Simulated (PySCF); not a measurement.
The numbers are results of ωB97X-D3(BJ)/def2-TZVP // PBE0-D3(BJ)/def2-TZVP (PySCF), not measurements. Isolated molecules, 0 K electronic values unless said otherwise. One relaxed conformer stands for a flexible species; it need not be the lowest. Delta-SCF ions had no search for a lower state. Excitations are Tamm–Dancoff values on a coarser integration grid. The basis has no diffuse functions, so Rydberg states are missing or too high.

Reference species (SMILES): `[SiH](=C)CC` (C–Si–C–C torsion 1°) (neutral, multiplicity 1).

```json
{
 "S1 oscillator strength": "0.344",
 "HOMO–LUMO gap": "9.88 eV",
 "brightest of the four lowest singlets (TDA)": "5.74 eV",
 "vertical ionisation energy (Delta-SCF)": "8.24 eV"
}
```

Changed species: `C=C[SiH]=C` (C–C–Si–C torsion 15°) (X = vinyl; the reference has X = ethyl).

Task: Give the shifts of the S1 oscillator strength, HOMO–LUMO gap, brightest of the four lowest singlets (TDA) and vertical ionisation energy (Delta-SCF).

Result: the S1 oscillator strength falls by 0.052, to 0.292; the HOMO–LUMO gap falls by 1.07 eV, to 8.81 eV; the brightest of the four lowest singlets (TDA) decreases by 0.92 eV, to 4.82 eV; the vertical ionisation energy (Delta-SCF) falls by 0.10 eV, to 8.14 eV.
